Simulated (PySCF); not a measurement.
A thermochemical cycle for ICl

PBE in PySCF with def2-SVP on every atom (core potentials on I), for the lowest determinant that a PBE0 search found; no spin–orbit coupling. ICl, a singlet (closed shell), has De = 2.46 eV to neutral atoms, and ICl⁺, a doublet (π ↑), has De = 2.98 eV to I⁺ + Cl.

At the same level the I atom ionises at 10.51 eV.

Task: What is the adiabatic ionisation energy of the molecule, and does ionisation strengthen or weaken the bond?

Result: IE = IE(I) + De(neutral) − De(ion) = 10.51 + 2.46 − 2.98 = 9.99 eV. De changes by +0.52 eV, so ionisation strengthens the bond.

Spin–orbit coupling is left out, which matters for elements this heavy, above all for dissociation energies. For an ion De counts to the pair picked by the measured ionisation energies or electron affinities, which need not be the lowest pair at this level. Counting both spins, an empty level lies below a filled one in some of these solutions, because spin and occupation are held. States were picked by a PBE0 search and need not be the measured ground states.
